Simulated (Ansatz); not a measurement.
Reaction (isomerisation): `SC1O[SiH2]1` → `O=CS[SiH3]`

Program: Ansatz. Geometries: PBE0-D4/def2-TZVP. ΔE: electronic, gas phase. CCSD(T)/CBS is the MP2 limit (def2-TZVPP, def2-QZVPP) plus CCSD(T) − MP2 in def2-TZVPP, frozen cores. DFT in def2-TZVPP. One conformer a species, not always the lowest.

`SC1O[SiH2]1`:

Z-matrix (Å, degrees):
```
C
O 1 1.471
Si 1 1.812 2 59.7
S 1 1.769 2 117.1 3 -111.5
H 1 1.087 2 111.5 3 114.4
H 3 1.476 1 121.2 2 -101.5
H 3 1.478 1 121.6 2 100.3
H 4 1.347 1 97.7 2 -76.1
```

`O=CS[SiH3]`:

```xyz
8

O     0.778    1.340    0.921
C     0.251    1.634   -0.115
S    -0.573    0.498   -1.185
Si   -0.211   -1.240    0.051
H     0.229    2.666   -0.507
H    -0.864   -1.078    1.369
H     1.242   -1.485    0.181
H    -0.854   -2.335   -0.715
```

CCSD(T)/CBS gives -89.9 kJ/mol.

(1) Another level gave -91.6 kJ/mol. Which?
A. LDA (SPW92)/def2-TZVPP
B. HF/def2-TZVPP
C. ωB97X-V/def2-TZVPP
D. r2SCANh/def2-TZVPP

(2) What do rigid-rotor, harmonic-oscillator terms from PBE0-D4/def2-TZVP frequencies (298.15 K, 1 bar) make of the CCSD(T)/CBS value? (Estimate.)

Largest T1 diagnostic among the species: 0.017.

## Answers

(1) C. ωB97X-V -91.6, HF/def2-TZVPP -115.1, r2SCANh -95.8, LDA (SPW92) -80.7 kJ/mol.

(2) Ansatz gave: ΔZPE = -2.2 kJ/mol, ΔH = -90.7 kJ/mol, ΔS = 12 J/(mol·K), ΔG = -94.4 kJ/mol.

Leaving LDA and LC-ωPBE aside and taking each functional with its dispersion term where it has one, the values, not all of them listed here, spread over 20.0 kJ/mol, from BLYP-D4 to PBE-QIDH. LDA lies +18.4 kJ/mol from PBE without D4. From r2SCAN to r2SCAN0 (25 % exact exchange), in def2-TZVPP and without D4, ΔE moves by +5.3 kJ/mol. In def2-TZVPP, CCSD(T) changes the Hartree–Fock value by +20.2 kJ/mol (the triples alone add −2.0 kJ/mol) and MP2 by +24.6 kJ/mol.
